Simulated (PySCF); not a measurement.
Simulation results for H$_{2}$O$_{2}$Si

All values are calculated (PySCF 2.14.0). Calculation on a computer-drawn molecule: vertical ionisation energy to the stated ion spin, frozen-core CCSD(T) at the basis limit and cheaper methods, single-reference cases, UHF for radicals, no spin-orbit; all values are single points at the evaluated structure, the first of each entry, which is the reference or a displaced copy of it and isn't optimised; the reference structure only sets the zero of the energies above reference; triples share is (T) over the correlation energy.

```xyz
5
formula=H2O2Si charge=0 multiplicity=1 ion_multiplicity=2 diffuse_functions=no basis=cc-pV(n+d)Z reference_is=the_Hartree-Fock_double-zeta_minimum best_is=HF_at_quadruple_zeta_+_MP2_correlation_extrapolated_from_triple_and_quadruple_zeta_+_CCSD(T)_minus_MP2_at_triple_zeta basis_step_is=the_size_of_the_change_from_the_same_recipe_one_zeta_lower
O     -2.6447     0.1119    -0.1842
Si    -2.6709     0.6518    -1.7390
O     -1.1056     0.3607    -2.2885
H     -1.9135    -0.2362     0.2716
H     -0.4110    -0.0673    -1.7596
```

Reference structure:
```xyz
5
H2O2Si
O     -2.6486     0.1177    -0.2030
Si    -2.6477     0.6465    -1.7692
O     -1.1089     0.3444    -2.2921
H     -1.9036    -0.2639     0.2402
H     -0.4250    -0.0461    -1.7660
```

Drawn bonds:
```csv
atom,other atom,order
1,2,1
2,3,1
1,4,1
3,5,1
```

**Q.** What triples share at triple zeta does the calculation give for H$_{2}$O$_{2}$Si?
**A.** 0.03591

**Q.** Give the missing dipole magnitude HF at triple zeta for H$_{2}$O$_{2}$Si.
**A.** 2.815 debye

**Q.** Give the missing ionisation energy Koopmans at triple zeta for H$_{2}$O$_{2}$Si.
**A.** 9.857 eV

**Q.** What dipole magnitude CCSD unrelaxed at triple zeta does the calculation give for H$_{2}$O$_{2}$Si?
**A.** 2.664 debye

Further results for H$_{2}$O$_{2}$Si:

```
ionisation energy best                    : 10.09 eV
ionisation energy basis step              : 0.05826 eV
energy above reference best               : 0.8814 kcal/mol
energy above reference basis step         : 0.08043 kcal/mol
ionisation energy EOM CCSD at triple zeta : 9.99 eV
total energy HF triple zeta               : -439.9667 hartree
total energy CCSD(T) triple zeta          : -440.5870 hartree
total energy best                         : -440.6856 hartree
T1 diagnostic at triple zeta              : 0.01429
D1 diagnostic at triple zeta              : 0.04315
ion T1 diagnostic at triple zeta          : 0.01816
ion D1 diagnostic at triple zeta          : 0.06017
ion spin squared at triple zeta           : 0.7537
basis functions triple zeta               : 127
dipole magnitude PBE at triple zeta       : 2.695 debye
dipole magnitude r2SCAN at triple zeta    : 2.814 debye
dipole magnitude B3LYP at triple zeta     : 2.618 debye
dipole magnitude wB97X at triple zeta     : 2.785 debye
```

Triple zeta:
```csv
method,ionisation energy (eV),energy above reference (kcal/mol)
HF,8.855,1.419
PBE,9.751,0.5274
r2SCAN,9.658,0.8627
B3LYP,9.952,0.7645
wB97X,9.958,0.9221
MP2,9.704,0.8687
CCSD,9.896,0.9954
CCSD(T),9.91,0.9058
```
